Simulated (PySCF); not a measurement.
Species: C₄H₉BN₂.
Atom-mapped SMILES: `[CH:1]#[C:2][B:3]([NH2:4])[N:5]([CH3:6])[CH3:7]` (hydrogens: H8 on C1; H9, H10 on N4; H11, H12, H13 on C6; H14, H15, H16 on C7)

Method: core-valence-separated Tamm–Dancoff BHandHLYP/aug-pcX-1 (pcseg-1 on H) in PySCF, non-relativistic, gas phase, PBE0-D3(BJ)/def2-SVP geometry.

Computed nitrogen K-edge spectrum, Gaussian lines of 0.4 eV full width, highest printed point 100; it ends one width below the last computed root. No shift to experiment was applied.

(photon energy (eV), absorption): (398.6, 0), (398.7, 1), (398.8, 5), (398.9, 15), (399.0, 33), (399.1, 57), (399.2, 82), (399.3, 100), (399.4, 100), (399.5, 82), (399.6, 57), (399.7, 42), (399.8, 48), (399.9, 66), (400.0, 74), (400.1, 60), (400.2, 35), (400.3, 16), (400.4, 7), (400.5, 4), (400.6, 3), (400.7, 4), (400.8, 8), (400.9, 16), (401.0, 25), (401.1, 30)

Question: Where are the maxima, and which lines make them up?

Answer: 2 maxima:
- 399.4 eV: N4 (boron-bound nitrogen), 399.29 eV, f = 0.021, 49 % of the height at the exact maximum; N5 (boron-bound nitrogen), 399.47 eV, f = 0.021, 43 % of the height at the exact maximum
- 400.0 eV: N4 (boron-bound nitrogen), 399.99 eV, f = 0.028, 99 % of the height at the exact maximum

Further lines of some strength in the range: N4, 399.10 eV, f = 0.008; N5, 401.05 eV, f = 0.005.

Roots within 0.03 eV on the same or equivalent atoms count as one line; shares under 12 % aren't listed.

Vibrational structure and lifetime widths aren't in the curve. The ionisation threshold wasn't computed; near and above it a finite basis only mimics Rydberg series and continuum.

Conformer computed: `[CH:1]#[C:2][B:3]([NH2:4])[N:5]([CH3:6])[CH3:7]`: C2–B3–N5–C6 -2°, H–N4–B3–C2 179°, H–N4–B3–C2 -1°.
